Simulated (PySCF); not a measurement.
Geometry:
```csv
atom,x (Å),y (Å),z (Å)
B1,-3.094,0.614,0.423
N2,-1.597,-0.016,0.367
C3,-0.965,0.030,-0.965
C4,0.396,-0.555,-0.987
C5,0.931,-1.676,-1.556
C6,2.309,-1.701,-1.176
C7,2.500,-0.598,-0.400
O8,1.352,0.100,-0.282
H9,-3.754,-0.037,-0.381
H10,-2.970,1.790,0.097
H11,-3.468,0.471,1.580
H12,-1.004,0.482,1.034
H13,-1.632,-0.983,0.694
H14,-0.957,1.086,-1.271
H15,-1.620,-0.505,-1.664
H16,0.401,-2.394,-2.179
H17,3.058,-2.442,-1.446
H18,3.366,-0.190,0.115
```

[PySCF 2.14.0 with density-fitted response routines: shieldings: GIAO CAM-B3LYP/pcSseg-1; PBE0-D3(BJ)/def2-SVP structure; single conformer; relativity neglected; averaged over atoms made equivalent by symmetry, fast rotation or ring inversion; isolated molecule]

Chemical shifts δ = σref − σ; TMS for $^{13}$C and $^{1}$H; BF3·OEt2 for $^{11}$B; $^{15}$N vs NH3; $^{17}$O vs H2O, all at this level.

```csv
atoms,nucleus,count,δ (ppm)
C5,$^{13}$C,1,?
C4,$^{13}$C,1,158.6
H14/H15,$^{1}$H,2,3.65
O8,$^{17}$O,1,307.2
C7,$^{13}$C,1,152.3
C3,$^{13}$C,1,?
H17,$^{1}$H,1,6.53
H16,$^{1}$H,1,?
C6,$^{13}$C,1,?
H12/H13,$^{1}$H,2,2.67
B1,$^{11}$B,1,-21.5
H9/H10/H11,$^{1}$H,3,2.12
H18,$^{1}$H,1,7.42
N2,$^{15}$N,1,71.8
```

**Question.** Estimate the values marked ?.

**Answer.** 
- C6: 119.8 ppm, aromatic CH
- C5: 118.7 ppm, aromatic CH
- C3: 47.6 ppm, sp3 CH2 bonded to N, on an aromatic ring; pulled downfield by the heteroatom
- H16: 6.47 ppm, hydrogen on an aromatic CH; it sits in the deshielding region of the aromatic ring current

OH/NH shifts are gas-phase values; hydrogen bonding in solution moves them, usually downfield. Hydrogens on boron are broadened and split by $^{11}$B (spin 3/2, 80 %) and 10B (spin 3). Shifts are as computed, not scaled to solution data. Of 1313 compounds with measured shifts, 239 miss one by over three times the rms of a fit or turn the order of signals round; such compounds aren't used in these exercises. Unscaled 17O shifts of doubly bonded oxygen tend to come out too high, by tens of ppm or more. Experimental scales use liquid or dissolved standards, which lie at an offset from isolated NH3 (liquid NH3: subtract about 20 ppm) and H2O (liquid H2O: subtract about 36 ppm).
